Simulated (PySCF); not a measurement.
Cl$_{5}$Mo (SMILES [Cl][Mo]([Cl])([Cl])([Cl])[Cl]), doublet (typed; the unrestricted solution is spin-contaminated), geometry from GFN2-xTB (such geometries of metal compounds can be far from the true shape) (all electrons, no relativity); HF/3-21G in PySCF.

Input for PySCF:
```python
from pyscf import gto, scf

mol = gto.Mole()
mol.atom = '''
    Mo    0.009243   -0.075487   -0.045030
    Cl    1.901611   -0.159479   -1.129223
    Cl    1.036312   -1.049119    1.838865
    Cl   -1.022186    0.933754   -1.907684
    Cl   -1.711183   -1.395689    0.201517
    Cl   -0.227391    1.857031    1.107776
'''
mol.basis = '3-21g'
mol.charge = 0
mol.spin = 1
mol.verbose = 5
mol.build()

mf = scf.UHF(mol)
mf.kernel()
```

Question: Write the output that PySCF gives for this input, abridged.

Answer: 
```
PySCF version 2.14.0

[INPUT] verbose = 5
[INPUT] max_memory = 4000
[INPUT] num. atoms = 6
[INPUT] num. electrons = 127
[INPUT] charge = 0
[INPUT] spin (= nelec alpha-beta = 2S) = 1
[INPUT] symmetry False subgroup None
[INPUT] Mole.unit = angstrom
[INPUT] Symbol           X                Y                Z      unit          X                Y                Z       unit  Magmom
[...]
[INPUT] ---------------- BASIS SET ----------------
[INPUT] l, kappa, [nprim/nctr], expnt,             c_1 c_2 ...
[INPUT] Mo
[...]
                                1346.764          0.369454
                                295.6352          0.688434
[...]
                                86.59356          0.086011
                                27.63904          0.967433
[...]
                                19.49171          1.284185
                                4.27818           1.010866
[...]
                                1.435305          0.437079
                                0.543782          0.814846
[...]
                                0.073258          1.108413
[...]
                                86.59356          0.600769
                                27.63904          0.410386
[...]
                                19.49171          1.030346
                                4.27818           0.728348
[...]
                                1.435305          0.479147
                                0.543782          0.586487
[...]
                                0.073258          1.000313
[...]
                                17.37358          0.498532
                                5.230784          0.578178
[...]
                                0.754653          0.781034
[...]
[INPUT] Cl
[...]
                                207.857           0.380363
                                45.1554           0.67819
[...]
                                13.9765           0.0511338
                                3.8871            0.991337
[...]
                                0.526955          1.18252
[...]
                                13.9765           0.458682
                                3.8871            0.601962
[...]
                                0.526955          0.822321
[...]
nuclear repulsion = 1271.32162608657
number of shells = 49
number of NR pGTOs = 216
number of NR cGTOs = 101
basis = 3-21g
ecp = {}

******** <class 'pyscf.scf.uhf.UHF'> ********
method = UHF
initial guess = minao
damping factor = 0
level_shift factor = 0
DIIS = <class 'pyscf.scf.diis.CDIIS'>
diis_start_cycle = 1
diis_space = 8
diis_damp = 0
SCF conv_tol = 1e-09
SCF conv_tol_grad = None
SCF max_cycles = 50
direct_scf = True
direct_scf_tol = 1e-13
number electrons alpha = 64  beta = 63
Set gradient conv threshold to 3.16228e-05
E1 = -11169.894054470407  E2 = 3663.307493353784  Ecoul = 3919.003272890955  Exc = -255.6957795371709
init E= -6235.26493503005
cond(S) = 227.9867274579948

  alpha mo_energy =
[-7.16850130e+02 -1.04194737e+02 -1.04194689e+02 -1.04193125e+02
 -1.04189948e+02 -1.04189540e+02 -1.02511907e+02 -9.38982683e+01
 -9.38981808e+01 -9.38981592e+01 -1.85179389e+01 -1.49924758e+01
 -1.49919072e+01 -1.49917661e+01 -1.05871818e+01 -1.05871486e+01
 -1.05847795e+01 -1.05822595e+01 -1.05810969e+01 -9.24511113e+00
 -9.24499124e+00 -9.24475632e+00 -9.24461249e+00 -9.24446529e+00
 -8.04745042e+00 -8.04741866e+00 -8.04620010e+00 -8.04618799e+00
 -8.04601554e+00 -8.04599299e+00 -8.04540595e+00 -8.04437840e+00
 -8.04437765e+00 -8.04239890e+00 -8.04227098e+00 -8.04159666e+00
 -8.04159597e+00 -8.04149515e+00 -8.04148639e+00 -2.67816171e+00
 -1.63443434e+00 -1.60377256e+00 -1.60367037e+00 -1.15336767e+00
 -1.12852905e+00 -1.11736318e+00 -1.10561886e+00 -1.10407358e+00
 -5.58314656e-01 -5.40948151e-01 -5.30378422e-01 -5.17792165e-01
 -5.15722598e-01 -5.01623858e-01 -4.97715888e-01 -4.91967347e-01
 -4.86029720e-01 -4.58405527e-01 -4.43465252e-01 -4.32154276e-01
 -4.24497747e-01 -4.19654134e-01 -4.17168008e-01  1.68090660e-02
  2.09506036e-02  5.07722148e-02  5.19392945e-02  6.92431866e-02
  7.35141631e-02  7.55246510e-02  8.38134365e-02  1.65562093e-01
  3.37532587e-01  3.55692375e-01  3.66972894e-01  4.16012948e-01
  6.71578253e-01  6.78810419e-01  6.90369690e-01  6.97694432e-01
  7.01388463e-01  7.68029033e-01  7.68309727e-01  7.68820512e-01
  7.88167649e-01  8.02746953e-01  8.60018359e-01  8.69491443e-01
  8.95670801e-01  8.96168353e-01  9.01286767e-01  9.18897841e-01
  9.71315996e-01  1.09530530e+00  1.11349358e+00  1.15186881e+00
  1.20519650e+00  1.20965637e+00  1.35011507e+00  1.46975120e+00
  1.55915577e+00]
  beta  mo_energy =
[-7.16850130e+02 -1.04194737e+02 -1.04194689e+02 -1.04193125e+02
 -1.04189948e+02 -1.04189540e+02 -1.02511907e+02 -9.38982683e+01
 -9.38981808e+01 -9.38981592e+01 -1.85179389e+01 -1.49924758e+01
 -1.49919072e+01 -1.49917661e+01 -1.05871818e+01 -1.05871486e+01
 -1.05847795e+01 -1.05822595e+01 -1.05810969e+01 -9.24511113e+00
 -9.24499124e+00 -9.24475632e+00 -9.24461249e+00 -9.24446529e+00
 -8.04745042e+00 -8.04741866e+00 -8.04620010e+00 -8.04618799e+00
 -8.04601554e+00 -8.04599299e+00 -8.04540595e+00 -8.04437840e+00
 -8.04437765e+00 -8.04239890e+00 -8.04227098e+00 -8.04159666e+00
 -8.04159597e+00 -8.04149515e+00 -8.04148639e+00 -2.67816171e+00
 -1.63443434e+00 -1.60377256e+00 -1.60367037e+00 -1.15336767e+00
 -1.12852905e+00 -1.11736318e+00 -1.10561886e+00 -1.10407358e+00
 -5.58314656e-01 -5.40948151e-01 -5.30378422e-01 -5.17792165e-01
 -5.15722598e-01 -5.01623858e-01 -4.97715888e-01 -4.91967347e-01
 -4.86029720e-01 -4.58405527e-01 -4.43465252e-01 -4.32154276e-01
 -4.24497747e-01 -4.19654134e-01 -4.17168008e-01  1.68090660e-02
  2.09506036e-02  5.07722148e-02  5.19392945e-02  6.92431866e-02
  7.35141631e-02  7.55246510e-02  8.38134365e-02  1.65562093e-01
  3.37532587e-01  3.55692375e-01  3.66972894e-01  4.16012948e-01
  6.71578253e-01  6.78810419e-01  6.90369690e-01  6.97694432e-01
  7.01388463e-01  7.68029033e-01  7.68309727e-01  7.68820512e-01
[...]
  6.89133460e-01  6.95703611e-01  6.97022593e-01  6.99509577e-01
  7.06927126e-01  7.69165793e-01  7.72387277e-01  8.07237319e-01
  8.11852429e-01  8.18167772e-01  8.38076670e-01  8.62223766e-01
  8.86990676e-01  8.90128228e-01  8.92826028e-01  9.13346787e-01
  9.39642691e-01  9.41754496e-01  9.42020110e-01  1.04892310e+00
  1.06213891e+00  1.09012473e+00  1.14155713e+00  1.19827327e+00
  1.31101784e+00]
  beta  mo_energy =
[-7.17326101e+02 -1.04198625e+02 -1.04198557e+02 -1.04182302e+02
 -1.04130656e+02 -1.04130245e+02 -1.03084699e+02 -9.44455183e+01
 -9.44394375e+01 -9.44380001e+01 -1.91336327e+01 -1.56190814e+01
 -1.56042136e+01 -1.56020026e+01 -1.05925983e+01 -1.05923530e+01
 -1.05732310e+01 -1.05221856e+01 -1.05208067e+01 -9.85571934e+00
 -9.85089259e+00 -9.85054555e+00 -9.84463284e+00 -9.83420664e+00
 -8.05753569e+00 -8.05752064e+00 -8.05118545e+00 -8.05099420e+00
 -8.05053049e+00 -8.05035141e+00 -8.03947917e+00 -8.03245380e+00
 -8.03024996e+00 -7.98490344e+00 -7.98473590e+00 -7.98240001e+00
 -7.98230157e+00 -7.97965818e+00 -7.97955576e+00 -3.12609702e+00
 -2.04398235e+00 -1.98780778e+00 -1.98640058e+00 -1.18734271e+00
 -1.16571137e+00 -1.14869621e+00 -1.10986930e+00 -1.09163240e+00
 -6.47463141e-01 -6.19159025e-01 -6.11577112e-01 -6.01173352e-01
 -5.83810614e-01 -5.77219454e-01 -5.58521964e-01 -5.57537449e-01
 -5.57054534e-01 -5.20640337e-01 -4.79251610e-01 -4.74251193e-01
 -4.70129221e-01 -4.69475151e-01 -4.63726875e-01 -1.07266738e-01
 -8.93241449e-02 -7.09058357e-02 -7.02302830e-02 -6.56324632e-03
  6.53302123e-02  8.60609466e-02  8.64728195e-02  9.95576348e-02
  2.43080421e-01  2.88427240e-01  2.91457896e-01  3.09362800e-01
  6.86964545e-01  6.92845944e-01  6.97335782e-01  7.03571050e-01
  7.07108708e-01  7.66220451e-01  7.67416730e-01  8.06232453e-01
  8.09097462e-01  8.12950704e-01  8.62103489e-01  8.79700737e-01
  8.90692484e-01  8.94773732e-01  8.96555438e-01  9.39259633e-01
  9.42768023e-01  9.44714967e-01  9.55928021e-01  1.04990394e+00
  1.06269701e+00  1.10019543e+00  1.14152085e+00  1.21116461e+00
  1.32181556e+00]
multiplicity <S^2> = 0.85359091  2S+1 = 2.1010387
E1 = -11155.981324866905  E2 = 3641.5367688666743  Ecoul = 3898.036370037117  Exc = -256.49960117044293
cycle= 20 E= -6243.12292991366  delta_E= -9.71e-10  |g|= 7.09e-06  |ddm|= 9.63e-05
  alpha mo_energy =
[-7.17326222e+02 -1.04196918e+02 -1.04196850e+02 -1.04180660e+02
 -1.04130317e+02 -1.04129906e+02 -1.03096348e+02 -9.44518389e+01
 -9.44518378e+01 -9.44511739e+01 -1.91405283e+01 -1.56236388e+01
 -1.56141884e+01 -1.56124468e+01 -1.05908654e+01 -1.05906201e+01
 -1.05715983e+01 -1.05218507e+01 -1.05204703e+01 -9.87793670e+00
 -9.86709769e+00 -9.86246604e+00 -9.85880886e+00 -9.85442510e+00
 -8.05107785e+00 -8.05107529e+00 -8.04954736e+00 -8.04939706e+00
 -8.04936814e+00 -8.04919193e+00 -8.03155347e+00 -8.03083619e+00
 -8.03074256e+00 -7.98281574e+00 -7.98264824e+00 -7.98209405e+00
 -7.98199349e+00 -7.98015969e+00 -7.98006066e+00 -3.20697507e+00
 -2.12086457e+00 -2.10839283e+00 -2.09938786e+00 -1.17515791e+00
 -1.15270568e+00 -1.13643494e+00 -1.10787360e+00 -1.08909208e+00
 -7.01536471e-01 -6.59764868e-01 -6.34113914e-01 -6.21772239e-01
 -6.13678767e-01 -5.63440000e-01 -5.56861044e-01 -5.41703980e-01
 -5.39994625e-01 -5.11169916e-01 -5.05851980e-01 -4.87685571e-01
 -4.68626543e-01 -4.63842102e-01 -4.60036858e-01 -4.56642395e-01
 -1.55133280e-01 -1.39629668e-01 -1.18060373e-01 -3.93944980e-02
  6.47280971e-02  8.62126065e-02  8.72441374e-02  9.96599572e-02
  2.33072420e-01  2.83506184e-01  2.83908957e-01  3.01898120e-01
  6.89133264e-01  6.95703566e-01  6.97023255e-01  6.99509537e-01
  7.06927550e-01  7.69166087e-01  7.72386971e-01  8.07237458e-01
  8.11852803e-01  8.18168112e-01  8.38076999e-01  8.62223828e-01
  8.86990940e-01  8.90128364e-01  8.92826375e-01  9.13347008e-01
  9.39642742e-01  9.41754210e-01  9.42020652e-01  1.04892295e+00
  1.06213959e+00  1.09012486e+00  1.14155738e+00  1.19827373e+00
  1.31101804e+00]
  beta  mo_energy =
[-7.17326101e+02 -1.04198627e+02 -1.04198559e+02 -1.04182298e+02
 -1.04130655e+02 -1.04130244e+02 -1.03084698e+02 -9.44455176e+01
 -9.44394369e+01 -9.44379994e+01 -1.91336320e+01 -1.56190809e+01
 -1.56042130e+01 -1.56020019e+01 -1.05925997e+01 -1.05923544e+01
 -1.05732275e+01 -1.05221850e+01 -1.05208061e+01 -9.85571872e+00
 -9.85089187e+00 -9.85054502e+00 -9.84463210e+00 -9.83420598e+00
 -8.05753712e+00 -8.05752210e+00 -8.05118682e+00 -8.05099557e+00
 -8.05053201e+00 -8.05035294e+00 -8.03947566e+00 -8.03245029e+00
 -8.03024639e+00 -7.98490285e+00 -7.98473532e+00 -7.98239918e+00
 -7.98230074e+00 -7.97965758e+00 -7.97955516e+00 -3.12609651e+00
 -2.04398194e+00 -1.98780767e+00 -1.98639973e+00 -1.18734380e+00
 -1.16571259e+00 -1.14869523e+00 -1.10986850e+00 -1.09163150e+00
 -6.47463694e-01 -6.19159326e-01 -6.11577692e-01 -6.01172769e-01
 -5.83810191e-01 -5.77219681e-01 -5.58522303e-01 -5.57537506e-01
 -5.57055027e-01 -5.20640359e-01 -4.79250204e-01 -4.74250287e-01
 -4.70129079e-01 -4.69474670e-01 -4.63726137e-01 -1.07266848e-01
 -8.93236703e-02 -7.09052058e-02 -7.02304527e-02 -6.56310831e-03
  6.53301359e-02  8.60611332e-02  8.64727854e-02  9.95576921e-02
  2.43080401e-01  2.88427405e-01  2.91458225e-01  3.09362864e-01
  6.86964337e-01  6.92845770e-01  6.97335498e-01  7.03571322e-01
  7.07109192e-01  7.66220019e-01  7.67416911e-01  8.06232449e-01
  8.09097771e-01  8.12950927e-01  8.62103649e-01  8.79700833e-01
  8.90693024e-01  8.94774177e-01  8.96555452e-01  9.39259233e-01
  9.42768437e-01  9.44715092e-01  9.55928337e-01  1.04990371e+00
  1.06269756e+00  1.10019562e+00  1.14152117e+00  1.21116507e+00
  1.32181575e+00]
multiplicity <S^2> = 0.85359067  2S+1 = 2.1010385
E1 = -11155.98129687046  E2 = 3641.536740869992  Ecoul = 3898.036342386703  Exc = -256.49960151671075
Extra cycle  E= -6243.1229299139  delta_E= -2.36e-10  |g|= 5.78e-06  |ddm|= 2.26e-05
converged SCF energy = -6243.1229299139  <S^2> = 0.85359067  2S+1 = 2.1010385
```
